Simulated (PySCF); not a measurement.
## Si⁺: ionisation energy

Si⁺ [Ne] 3s2 3p1 (2P) → Si²⁺ [Ne] 3s2 (1S), as a difference of total energies. All numbers are calculated (PySCF 2.14, the spin-free X2C one-electron Hamiltonian (Gaussian nucleus), in dyall-acv3z (19s12p6d4f, 113 functions)). Correlated levels: valence: [Ne] frozen; virtual orbitals above 40 to 60 times the deepest correlated orbital energy dropped. The calculations carry no spin-orbit coupling.

```tsv
method	ionisation energy (eV)	error (eV)
UHF	15.835	-0.487
MP2 (valence)	16.105	-0.217
SCS-MP2 (valence)	16.094	-0.228
CCSD (valence)	16.217	-0.105
CCSD(T) (valence)	16.248	-0.074
```

Reference: 16.322 eV (measured; NIST levels, between the centres of gravity of the two terms).

Errors of the correlated levels include the incompleteness of this basis and the frozen core.
